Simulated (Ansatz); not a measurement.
CH3FGeOS, SMILES `[OH][Ge]1([F])[CH2][S]1`, charge 0, multiplicity 1.

Problem. Give a relaxed structure at PBE0-D4/def2-TZVP (the Gaussian-basis code of Ansatz). (Estimate.)

Solution. Computed: 
```xyz
8

O     1.309   -1.611    0.170
Ge    0.629   -0.062   -0.273
F     1.540    0.401   -1.651
C    -1.164    0.538   -0.086
S    -0.022    1.402    1.175
H     1.184   -1.794    1.106
H    -1.568    1.224   -0.822
H    -1.908   -0.099    0.381
```
